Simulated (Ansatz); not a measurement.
Worked example: SiH2(GeH3)(SiH3) → SiH3(SiH2) + GeH3

Species: SiH2(GeH3)(SiH3), singlet; SiH3(SiH2), doublet; GeH3 `[GeH3]`, doublet. 

Shapes, held fixed at every level: PBE0-D4/def2-TZVP. Programs: Ansatz 0.2.0. The zero-point and thermal change to 298 K, harmonic and unscaled (PBE0-D4/def2-TZVP), is -10.8 kJ/mol.

At CCSD(T)/def2-TZVPP; 1 Eh = 2625.50 kJ/mol:

| species | energy (Eh) |
| --- | --- |
| SiH2(GeH3)(SiH3) | -2658.504542 |
| SiH3(SiH2) | -581.043482 |
| GeH3 | -2077.343756 |

Task: Work out ΔH(298 K) of the reaction at this level.

Result: 
1. Products less reactants: (-581.043482) + (-2077.343756) − [(-2658.504542)] = 0.117304 Eh = +308.0 kJ/mol.
2. With the thermal change: +308.0 + (-10.8) = +297.2 kJ/mol.

Other levels give +208.1 (HF/def2-SVP) to +294.1 kJ/mol (PBE0-D4/def2-TZVPP). No measured value is set beside it here. Open shells run unrestricted. Relativity is left out for Ge. Outer-core shells of Ge are correlated in most correlated rows, in sets that cover them unevenly. CCSD(T)/def2-TZVPP lies outside the range of all other levels here, so it shouldn't be taken on trust. The median of the other levels is +287.8 kJ/mol.
